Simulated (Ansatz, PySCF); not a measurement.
Potential energy curve for SMILES [SiH3]O (H4OSi). The O2–H6 bond (O2 also carries Si; H6 carries nothing else) is pulled apart rigidly from the PBE0/def2-TZVP optimised geometry.

Computed with: UHF/cc-pVDZ (PySCF); RHF/cc-pVDZ (PySCF); UKS-M06-2X = unrestricted M06-2X/cc-pVDZ (PySCF 2.14.0); RKS-M06-2X = restricted M06-2X/cc-pVDZ (PySCF 2.14.0); UKS-B3LYP = unrestricted B3LYP/cc-pVDZ run with PySCF; RKS-B3LYP = restricted B3LYP/cc-pVDZ (PySCF); UKS-wB97X-V = unrestricted wB97X-V/cc-pVDZ (PySCF); RKS-wB97X-V = restricted wB97X-V/cc-pVDZ in PySCF; UKS-PBE = unrestricted PBE/cc-pVDZ in Ansatz (an electronic-structure program); RKS-PBE = restricted PBE/cc-pVDZ (Ansatz); UKS-B3LYP/6-31G* = unrestricted B3LYP/6-31G*, spherical d run with PySCF; RKS-B3LYP/6-31G* = restricted B3LYP/6-31G*, spherical d (PySCF); UKS-M06-2X/6-31G* = unrestricted M06-2X/6-31G*, spherical d in PySCF 2.14.0; RKS-M06-2X/6-31G* = PySCF with restricted M06-2X/6-31G*, spherical d; UKS-LDA (SVWN5)/6-31G* = unrestricted LDA (SVWN5)/6-31G*, spherical d (PySCF); RKS-LDA (SVWN5)/6-31G* = restricted LDA (SVWN5)/6-31G*, spherical d (PySCF).

Scanned distances (Å): 0.77, 0.81, 0.86, 0.91, 0.92, 0.96, 0.98, 1.01, 1.06, 1.11, 1.19, 1.30, 1.42, 1.60, 1.73, 1.92, 2.13, 2.33, 2.61, 2.85, 3.34.

Task: Where does the unrestricted solution first break spin symmetry (<S²> of 0.01 or more)?

Result: UHF: between 1.30 and 1.42 Å; UKS-M06-2X: between 1.60 and 1.73 Å; UKS-B3LYP: between 1.60 and 1.73 Å; UKS-wB97X-V: between 1.60 and 1.73 Å; UKS-PBE: between 1.73 and 1.92 Å; UKS-B3LYP/6-31G*: between 1.60 and 1.73 Å; UKS-M06-2X/6-31G*: between 1.60 and 1.73 Å; UKS-LDA (SVWN5)/6-31G*: between 1.73 and 1.92 Å.

| R / Å | <S²> UHF | E(RHF) − E(UHF) / mEh | <S²> UKS-M06-2X | E(RKS-M06-2X) − E(UKS-M06-2X) / mEh | <S²> UKS-B3LYP | E(RKS-B3LYP) − E(UKS-B3LYP) / mEh | <S²> UKS-wB97X-V | E(RKS-wB97X-V) − E(UKS-wB97X-V) / mEh | <S²> UKS-PBE | E(RKS-PBE) − E(UKS-PBE) / mEh | <S²> UKS-B3LYP/6-31G* | E(RKS-B3LYP/6-31G*) − E(UKS-B3LYP/6-31G*) / mEh | <S²> UKS-M06-2X/6-31G* | E(RKS-M06-2X/6-31G*) − E(UKS-M06-2X/6-31G*) / mEh | <S²> UKS-LDA (SVWN5)/6-31G* | E(RKS-LDA (SVWN5)/6-31G*) − E(UKS-LDA (SVWN5)/6-31G*) / mEh |
|---|---|---|---|---|---|---|---|---|---|---|---|---|---|---|---|---|
| 0.77 | 0.00 | 0.0 | 0.00 | 0.0 | 0.00 | 0.0 | 0.00 | 0.0 | 0.00 | 0.0 | 0.00 | 0.0 | 0.00 | 0.0 | 0.00 | 0.0 |
| 0.81 | 0.00 | 0.0 | 0.00 | 0.0 | 0.00 | 0.0 | 0.00 | 0.0 | 0.00 | 0.0 | 0.00 | 0.0 | 0.00 | 0.0 | 0.00 | 0.0 |
| 0.86 | 0.00 | 0.0 | 0.00 | 0.0 | 0.00 | 0.0 | 0.00 | 0.0 | 0.00 | 0.0 | 0.00 | 0.0 | 0.00 | 0.0 | 0.00 | 0.0 |
| 0.91 | 0.00 | 0.0 | 0.00 | 0.0 | 0.00 | 0.0 | 0.00 | 0.0 | 0.00 | 0.0 | 0.00 | 0.0 | 0.00 | 0.0 | 0.00 | 0.0 |
| 0.92 | 0.00 | 0.0 | 0.00 | 0.0 | 0.00 | 0.0 | 0.00 | 0.0 | 0.00 | 0.0 | 0.00 | 0.0 | 0.00 | 0.0 | 0.00 | 0.0 |
| 0.96 | 0.00 | 0.0 | 0.00 | 0.0 | 0.00 | 0.0 | 0.00 | 0.0 | 0.00 | 0.0 | 0.00 | 0.0 | 0.00 | 0.0 | 0.00 | 0.0 |
| 0.98 | 0.00 | 0.0 | 0.00 | 0.0 | 0.00 | 0.0 | 0.00 | 0.0 | 0.00 | 0.0 | 0.00 | 0.0 | 0.00 | 0.0 | 0.00 | 0.0 |
| 1.01 | 0.00 | 0.0 | 0.00 | 0.0 | 0.00 | 0.0 | 0.00 | 0.0 | 0.00 | 0.0 | 0.00 | 0.0 | 0.00 | 0.0 | 0.00 | 0.0 |
| 1.06 | 0.00 | 0.0 | 0.00 | 0.0 | 0.00 | 0.0 | 0.00 | 0.0 | 0.00 | 0.0 | 0.00 | 0.0 | 0.00 | 0.0 | 0.00 | 0.0 |
| 1.11 | 0.00 | 0.0 | 0.00 | 0.0 | 0.00 | 0.0 | 0.00 | 0.0 | 0.00 | 0.0 | 0.00 | 0.0 | 0.00 | 0.0 | 0.00 | 0.0 |
| 1.19 | 0.00 | 0.0 | 0.00 | 0.0 | 0.00 | 0.0 | 0.00 | 0.0 | 0.00 | 0.0 | 0.00 | 0.0 | 0.00 | 0.0 | 0.00 | 0.0 |
| 1.30 | 0.00 | 0.0 | 0.00 | 0.0 | 0.00 | 0.0 | 0.00 | 0.0 | 0.00 | 0.0 | 0.00 | 0.0 | 0.00 | 0.0 | 0.00 | 0.0 |
| 1.42 | 0.15 | 0.9 | 0.00 | 0.0 | 0.00 | 0.0 | 0.00 | 0.0 | 0.00 | 0.0 | 0.00 | 0.0 | 0.00 | 0.0 | 0.00 | 0.0 |
| 1.60 | 0.60 | 21.3 | 0.00 | 0.0 | 0.00 | 0.0 | 0.00 | 0.0 | 0.00 | 0.0 | 0.00 | 0.0 | 0.00 | 0.0 | 0.00 | 0.0 |
| 1.73 | 0.76 | 43.4 | 0.13 | 0.4 | 0.19 | 1.2 | 0.23 | 1.6 | 0.00 | 0.0 | 0.19 | 1.2 | 0.15 | 0.5 | 0.00 | 0.0 |
| 1.92 | 0.89 | 77.0 | 0.61 | 11.7 | 0.52 | 9.6 | 0.61 | 14.3 | 0.38 | 3.0 | 0.52 | 9.7 | 0.61 | 12.1 | 0.09 | 0.1 |
| 2.13 | 0.95 | 110.6 | 0.82 | 32.0 | 0.74 | 22.8 | 0.81 | 34.1 | 0.66 | 11.9 | 0.74 | 23.0 | 0.83 | 32.5 | 0.46 | 4.6 |
| 2.33 | 0.98 | 138.0 | 0.91 | 50.4 | 0.86 | 35.4 | 0.91 | 53.2 | 0.80 | 21.2 | 0.85 | 35.7 | 0.91 | 51.0 | 0.66 | 11.3 |
| 2.61 | 0.99 | 168.9 | 0.00 | — | 0.94 | 50.5 | 0.97 | 76.7 | 0.90 | 32.4 | 0.94 | 51.0 | — | — | 0.81 | 20.6 |
| 2.85 | 1.00 | 189.8 | 0.00 | — | 0.97 | 60.6 | 0.99 | 93.3 | 0.94 | 39.9 | 0.97 | 61.4 | 0.99 | — | 0.89 | 27.4 |
| 3.34 | 1.01 | 220.2 | 0.00 | — | 1.00 | 74.8 | 1.00 | 118.3 | 0.99 | 50.1 | 1.00 | 75.9 | 0.00 | — | 0.58 | — |

A dash means that the run gave no value there, or that the column was ended at a point which the program doubted or which failed a test of continuity chosen for this set; such a test can also cut sound points.
